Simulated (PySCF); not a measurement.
PdH₂: from structure and modes to constants

Method: PBE0/[Pd def2-TZVP with ECP28, H def2-TZVP], scalar-relativistic core potentials, density fitting, no spin–orbit coupling, PySCF.

The singlet minimum has C2v symmetry. Masses (u): Pd 105.90348, H 1.00782.

```xyz
3
charge 0 multiplicity 1, angstrom
Pd    0.0000    0.0000   -0.0297
H     0.4428    0.0000    1.5628
H    -0.4428    0.0000    1.5628
```

Harmonic wavenumbers (cm⁻¹): 1064.7 (a1, ×1), 1584.4 (b2, ×1), 2734.9 (a1, ×1).

**Question.** Find the principal moments of inertia and the rotational constants. What kind of rotor is it?

**Answer.** About the centre of mass I = 0.39524, 5.0168, 5.412 u Å². With B = 16.8576/I this gives 42.65, 3.36, 3.115 cm⁻¹. The molecule is an asymmetric top with κ = -0.99.

**Question.** What is the harmonic zero-point energy?

**Answer.** Half the sum of all 3 wavenumbers, 5384/2 = 2692 cm⁻¹, which is 32.2 kJ/mol (1 cm⁻¹ = 0.0119627 kJ/mol).

**Question.** Give the standard entropy (298.15 K, 1 bar) by its translational, rotational, vibrational and spin parts, and Cp.

**Answer.** Sackur–Tetrode with M = 107.92 u gives 167.2; rotation with symmetry number 2 gives 52.6; vibration 0.3; spin R ln 1 = 0.0. The total is 220.2 J/(mol K), and Cp = 4 R + 1.5 = 34.8 J/(mol K).

Only a few start shapes were tried, so a lower isomer may exist.
